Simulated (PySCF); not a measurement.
Electronic structure of Ti⁺ (titanium, charge +1) at the UHF level

Configuration: [Ar] 3d2 4s1, high-spin 4F determinant. Computed with PySCF 2.14 in pcseg-2 (6s4p3d2f1g, 56 functions), with the non-relativistic Hamiltonian (point nucleus).

- Total energy: -848.193561 hartree
- One-electron energy: -1157.5179 hartree
- Hartree (Coulomb) energy: 350.2934 hartree
- Exchange energy: -40.9691 hartree
- Kinetic energy: 849.02302 hartree
- ⟨S²⟩: 3.7527
- ⟨L²⟩: 12.038
- Sum of ⟨r⟩: 17.29 bohr
- Sum of ⟨r²⟩: 29.39 bohr²
- Density at the nucleus (Gaussians lack the cusp): 7050 bohr⁻³
- Spin density at the nucleus: 2.98 bohr⁻³
- Langevin diamagnetic susceptibility: -23.3 ×10⁻⁶ cm³/mol
- Time after the integrals: 0.2 s of wall time on 1 thread of Intel(R) Xeon(R) 6975P-C (shared host)

```
shell  electrons  mean orbital energy (eV)  rms radius, mean of both spins (bohr)
 1s α          1                   -4992.9                                 0.0813
 1s β          1                   -4992.8                                 0.0813
 2s α          1                   -589.68                                  0.354
 2s β          1                   -588.57                                  0.354
 2p α          3                   -490.95                                  0.322
 2p β          3                   -489.92                                  0.322
 3s α          1                   -86.961                                   1.09
 3s β          1                   -83.137                                   1.09
 3p α          3                   -58.062                                   1.19
 3p β          3                   -53.613                                   1.19
 3d α          2                   -19.344                                   1.62
 4s α          1                   -12.953                                   3.52
```
